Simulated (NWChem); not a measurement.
System: CH5Ga; SMILES [CH3][GaH2]

NWChem input:

```
start job
memory heap 200 mb stack 900 mb global 1100 mb
geometry units angstroms noautoz
  Ga    -0.005966     0.411189     0.005289
  H     -1.351150     1.185663     0.281840
  H      1.304545     1.239660    -0.275781
  C      0.000916    -1.556079    -0.001022
  H     -0.501135    -1.949044     0.897579
  H      1.012431    -1.982076    -0.060357
  H     -0.577406    -1.918873    -0.867893
end
basis spherical
  * library def2-svp
end
dft
  xc xcamb88 1.00 lyp 0.81 vwn_5 0.19 hfexch 1.00
  cam 0.33 cam_alpha 0.19 cam_beta 0.46
  iterations 150
  vectors input atomic output neutral.movecs
end
task dft energy
charge 1
dft
  odft
  mult 2
  vectors input atomic output cation.movecs
end
task dft energy
```

Geometry: optimised at PBE0/def2-SVP.

Ions are spin-unrestricted doublets at the neutral geometry; other ion states weren't tried.

**Question.** Predict the main results of this run. (CAM-B3LYP/def2-SVP, vertical spin-unrestricted ions.) Quantities: vertical ionisation energy, ΔSCF (eV); −ε(HOMO) (eV).

**Answer.** The vertical ionisation energy, ΔSCF (eV) comes out as 10.78 and the −ε(HOMO) (eV) comes out as 9.35.
